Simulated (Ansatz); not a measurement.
Basis sets compared for Sn₃F₅ (the lowest doublet isomer of a short search). Total charge 0; doublet. Geometry r2SCAN-D4/def2-SVP. Ansatz on 4 threads of Intel Xeon Platinum 8375C on a shared host; times are rough, and most runs start from earlier orbitals.

```xyz
8

Sn   -1.054   -1.291   -1.064
Sn   -0.538    1.703    0.499
Sn    1.862   -0.662   -0.069
F     1.303    1.447   -0.574
F     0.336   -2.183    0.396
F    -1.586   -0.226    0.699
F    -1.137    0.921   -1.407
F     0.814    0.291    1.519
```

In the def2 sets Sn takes a core potential; there is no spin–orbit coupling. The structure comes from a short search, and lower isomers may exist.

Binding counts from free atoms (Sn triplet, F doublet) in the same basis, without a counterpoise term.

```csv
level,functions,energy (Eh),HOMO (eV),LUMO (eV),binding per atom (eV),wall time
PBE-D4/def2-SVP,148,-1141.5479,-4.24,-3.45,3.80,2.7 s
PBE0-D4/def2-SVP,148,-1141.5464,-5.21,-2.81,3.53,4.1 s
```

Question: Estimate the rows for PBE-D4/def2-TZVP, PBE0-D4/def2-TZVP.

Answer: 
```
            level  functions  energy (Eh)  HOMO (eV)  LUMO (eV)  binding per atom (eV)  wall time
 PBE-D4/def2-TZVP        305   -1142.1967      -4.40      -3.55                   3.75        6 s
PBE0-D4/def2-TZVP        305   -1142.1880      -5.33      -2.86                   3.51       19 s
```
